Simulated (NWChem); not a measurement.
System: C3H2F3, doublet; SMILES F[C](F)/C=C/F

NWChem input:

```
start job
memory heap 200 mb stack 700 mb global 900 mb
geometry units angstroms noautosym nocenter noautoz
  F     -0.172116    -2.655162     0.000000
  C      0.354009    -1.416767     0.000000
  C     -0.494967    -0.322574     0.000000
  C     -0.071250     0.978793     0.000000
  F     -0.883198     2.026406     0.000000
  F      1.207811     1.340067     0.000000
  H      1.436295    -1.393859     0.000000
  H     -1.566749    -0.489949     0.000000
end
basis spherical
  * library def2-svp
end
dft
  odft
  mult 2
  xc m06-2x
  iterations 150
end
cosmo
  do_cosmo_smd true
  solvent propanol
end
task dft energy
```

Excerpt of the output:

```
             Northwest Computational Chemistry Package (NWChem) 7.3.0
             --------------------------------------------------------

                             Geometry "geometry" -> ""
                             -------------------------

 Output coordinates in angstroms (scale by  1.889725989 to convert to a.u.)

  No.       Tag          Charge          X              Y              Z
 ---- ---------------- ---------- -------------- -------------- --------------
    1 F                    9.0000    -0.17211600    -2.65516200     0.00000000
    2 C                    6.0000     0.35400900    -1.41676700     0.00000000
    3 C                    6.0000    -0.49496700    -0.32257400     0.00000000
    4 C                    6.0000    -0.07125000     0.97879300     0.00000000
    5 F                    9.0000    -0.88319800     2.02640600     0.00000000
    6 F                    9.0000     1.20781100     1.34006700     0.00000000
    7 H                    1.0000     1.43629500    -1.39385900     0.00000000
    8 H                    1.0000    -1.56674900    -0.48994900     0.00000000

 Effective nuclear repulsion energy (a.u.)     222.1141069826

                                 NWChem DFT Module
                                 -----------------

 Summary of "ao basis" -> "ao basis" (spherical)
 ------------------------------------------------------------------------------
       Tag                 Description            Shells   Functions and Types
 ---------------- ------------------------------  ------  ---------------------
 F                          def2-svp                 6       14   3s2p1d
 C                          def2-svp                 6       14   3s2p1d
 H                          def2-svp                 3        5   2s1p

 in cosmo_initialize ...
 calling solv_data for solv:propanol

 solvent parameters
 solvname_short: propanol
 solvname_long:  1-propanol
 dielec:       20.5240
 dielecinf:     1.9182
 nonaqueous SMD model solvent descriptors
 dielec:       20.5240
 sola:          0.3700
 solb:          0.4800
 solc:          0.0000
 solg:         33.5700
 solh:          0.0000
 soln:          1.3850

          ---------------
          -cosmo- solvent
          ---------------
 Cosmo: York-Karplus, doi: 10.1021/jp992097l
 dielectric constant -eps-     =  20.52
 screen = (eps-1)/(eps    )    =   0.95128
 surface charge correction     = lagrangian

   van der Waals surface
 --------------------------

 ---------- ATOMIC COORDINATES (A.U.) ------------ VDWR(ANG.) --
     1   -0.32525208   -5.01752864    0.00000000     1.730
     2    0.66898001   -2.67730142    0.00000000     1.850
     3   -0.93535200   -0.60957647    0.00000000     1.850
     4   -0.13464298    1.84965057    0.00000000     1.850
     5   -1.66900221    3.82935208    0.00000000     1.730
     6    2.28243184    2.53235944    0.00000000     1.730
     7    2.71420399   -2.63401158    0.00000000     1.200
     8   -2.96072630   -0.92586936    0.00000000     1.200
 number of segments per atom =        128
 number of   points per atom =        128
 atom (   nspa,  nppa )
 ----------------------
    1 (     88,     0 )       0
    2 (     46,     0 )       0
    3 (     46,     0 )       0
    4 (     36,     0 )       0
    5 (     84,     0 )       0
    6 (     82,     0 )       0
    7 (     48,     0 )       0
    8 (     52,     0 )       0
 number of -cosmo- surface points =      482
 molecular surface =    112.829 angstrom**2
 molecular volume  =     89.031 angstrom**3
 -lineq- algorithm             =   0
 -bem- low  level              =   3
 -bem- from -octahedral-
 gaussian surface charge width =   4.50000
 degree of switching           =   1.00000
 switching function tolerance  =   0.00010
 atomic radii =
 --------------
    1  9.000  1.730
    2  6.000  1.850
    3  6.000  1.850
    4  6.000  1.850
    5  9.000  1.730
    6  9.000  1.730
    7  1.000  1.200
    8  1.000  1.200
 ...... end of -cosmo- initialization ......

 nat:                     8
 ixmem:                  3618
 calling mnsol_interface()
 G(SMD-CDS) energy (kcal/mol)  =     1.932
 SMD-CDS SASA (angstrom**2)    =   129.855

[...]

                                COSMO-SMD solvation results
                                ---------------------------

             internal energy in gas <Psi(g)|H|Psi(g)> =      -414.496423449155
         internal energy in solvent <Psi(s)|H|Psi(s)> =      -414.495936579681
                               delta internal energy  =         0.000486869474 (    0.31 kcal/mol)
   total free energy in solvent <Psi(s)|H+V/2|Psi(s)> =      -414.501639211512
 polarization energy contribution <Psi(s)|V/2|Psi(s)> =        -0.005702631830 (   -3.58 kcal/mol)
    total free energy in solvent including G(SMD-CDS) =      -414.498560491539
                       G(SMD-CDS) energy contribution =         0.003078719972 (    1.93 kcal/mol)
     1 M fixed-concentration free energy of solvation =        -0.002137042384 (   -1.34 kcal/mol)

                    DFT Final Alpha Molecular Orbital Analysis
                    ------------------------------------------

 Vector   22  Occ=1.000000D+00  E=-4.571025D-01
              MO Center=  1.0D-01, -1.6D+00, -6.2D-11, r^2= 2.2D+00
   Bfn.  Coefficient  Atom+Function         Bfn.  Coefficient  Atom+Function
  ----- ------------  ---------------      ----- ------------  ---------------
     4      0.413960  1 F  px                18      0.316185  2 C  px
    85      0.295762  7 H  s                  7     -0.288640  1 F  px
    32     -0.246703  3 C  px                31     -0.182314  3 C  s
    90      0.170666  8 H  s                 33      0.147262  3 C  py
    35     -0.127355  3 C  px                17      0.125543  2 C  s

 Vector   23  Occ=1.000000D+00  E=-3.854371D-01
              MO Center= -1.4D-01, -3.2D-01, -9.1D-10, r^2= 2.5D+00
   Bfn.  Coefficient  Atom+Function         Bfn.  Coefficient  Atom+Function
  ----- ------------  ---------------      ----- ------------  ---------------
    34      0.380628  3 C  pz                20      0.296007  2 C  pz
    48      0.280724  4 C  pz                37      0.259154  3 C  pz
     6      0.226025  1 F  pz                76      0.188109  6 F  pz
    62      0.177713  5 F  pz                 9     -0.175834  1 F  pz
    23      0.149552  2 C  pz                79     -0.144331  6 F  pz

 Vector   24  Occ=1.000000D+00  E=-2.325014D-01
              MO Center=  1.3D-01, -2.8D-01, -1.7D-09, r^2= 2.9D+00
   Bfn.  Coefficient  Atom+Function         Bfn.  Coefficient  Atom+Function
  ----- ------------  ---------------      ----- ------------  ---------------
    48     -0.479706  4 C  pz                20      0.467771  2 C  pz
    23      0.388500  2 C  pz                51     -0.303342  4 C  pz
     6      0.208355  1 F  pz                62     -0.193393  5 F  pz
     9     -0.189378  1 F  pz                76     -0.179101  6 F  pz
    65      0.166491  5 F  pz                79      0.159388  6 F  pz

 Vector   25  Occ=0.000000D+00  E= 8.033396D-02
              MO Center= -2.1D-01, -1.9D-01, -1.0D-08, r^2= 2.4D+00
   Bfn.  Coefficient  Atom+Function         Bfn.  Coefficient  Atom+Function
  ----- ------------  ---------------      ----- ------------  ---------------
    37      0.791758  3 C  pz                51     -0.507991  4 C  pz
    23     -0.494533  2 C  pz                34      0.462784  3 C  pz
    48     -0.416931  4 C  pz                20     -0.313051  2 C  pz
    79      0.137324  6 F  pz                76     -0.136331  6 F  pz
    65      0.134709  5 F  pz                62     -0.122184  5 F  pz

 Vector   26  Occ=0.000000D+00  E= 1.305554D-01
              MO Center= -1.1D+00, -5.8D-01, -1.5D-10, r^2= 3.6D+00
   Bfn.  Coefficient  Atom+Function         Bfn.  Coefficient  Atom+Function
  ----- ------------  ---------------      ----- ------------  ---------------
    91      1.761170  8 H  s                 31     -1.190921  3 C  s
    35      0.729391  3 C  px                 3      0.296336  1 F  s
    22      0.296971  2 C  py                86     -0.289374  7 H  s
    46      0.224409  4 C  px                32      0.211940  3 C  px
    21      0.201626  2 C  px                90      0.194901  8 H  s

 Vector   27  Occ=0.000000D+00  E= 1.499086D-01
              MO Center=  1.5D+00, -8.4D-01, -4.1D-10, r^2= 3.7D+00
   Bfn.  Coefficient  Atom+Function         Bfn.  Coefficient  Atom+Function
  ----- ------------  ---------------      ----- ------------  ---------------
    86      2.022716  7 H  s                 17     -1.615539  2 C  s
    21     -0.826001  2 C  px                45      0.698637  4 C  s
    73     -0.401098  6 F  s                 35      0.279159  3 C  px
    22     -0.274661  2 C  py                16     -0.251843  2 C  s
    49      0.239894  4 C  px                18     -0.218300  2 C  px

                     DFT Final Beta Molecular Orbital Analysis
                     -----------------------------------------

 Vector   21  Occ=1.000000D+00  E=-5.028109D-01
              MO Center= -1.9D-01, -6.9D-02, -3.5D-10, r^2= 3.2D+00
   Bfn.  Coefficient  Atom+Function         Bfn.  Coefficient  Atom+Function
  ----- ------------  ---------------      ----- ------------  ---------------
    75      0.353599  6 F  py                32     -0.274669  3 C  px
    90      0.272286  8 H  s                 78     -0.241601  6 F  py
    33     -0.239611  3 C  py                47      0.217545  4 C  py
     5      0.195010  1 F  py                 4     -0.176627  1 F  px
    44     -0.149343  4 C  s                 61      0.148639  5 F  py

[...]
```

Level: M06-2X/def2-SVP, spin-unrestricted, SMD on the gas-phase geometry. In the optimisation the excess spin sits in a" (Cs, its own frame). Coordinates come from a B3LYP/6-31G* (spherical d), spin-unrestricted optimisation. No stability test was run on the SCF state. Solvent: 1-propanol.
